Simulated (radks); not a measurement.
All-electron atom: Tl3+ in [Xe] 4f14 5d10. Calculated with a radial shooting solver on a logarithmic mesh with Libxc functionals: Dirac Kohn-Sham, PBE, spin-unpolarised, spherical densities, point nucleus.

Normalised radial functions P(r) = r R(r) (large component), r in bohr:

```
   r/bohr * 4f7/2, o 5p1/2, + 5d3/2 (the largest magnitude, 1.47, reaches the edge; | marks zero, & curves that meet)
 0.001092                             &
 0.001444                             &
 0.001911                             &
 0.002549                             &o
 0.003372                             &o
 0.004462                             &o
 0.005951                             &o
 0.007874                             & o
  0.01042                             &  o
   0.0139                             &   o
  0.01839                             &    o
  0.02433                             *+    o
  0.03245                             * +   o
  0.04293                             *  + o
   0.0568                             |*o +
  0.07576                          o  | *  +
   0.1002                      o      |    *+
   0.1326                     o       |    +   *
   0.1769                           o |+              *
   0.2341                        +    |      o              *
   0.3097                    +        |           o              *
   0.4131                      +      |     o                    *
   0.5465                    o        |+                    *
   0.7231         o                   |          +   *
   0.9645        o                    |       *        +
    1.276               o             |  *             +
    1.689                       o     |*          +
    2.252                           o *      +
     2.98                             &  +
    3.943                             &+
```

4f7/2: eigenvalue -141.01 eV, 0 radial nodes, <r> = 0.471 bohr, 90 % of the charge inside 0.750 bohr. 5p1/2: eigenvalue -120.23 eV, 3 radial nodes at r = 0.0644, 0.191, 0.467 bohr, <r> = 0.941 bohr, 90 % of the charge inside 1.36 bohr. 5d3/2: eigenvalue -45.687 eV, 2 radial nodes at r = 0.183, 0.527 bohr, <r> = 1.32 bohr, 90 % of the charge inside 1.99 bohr.
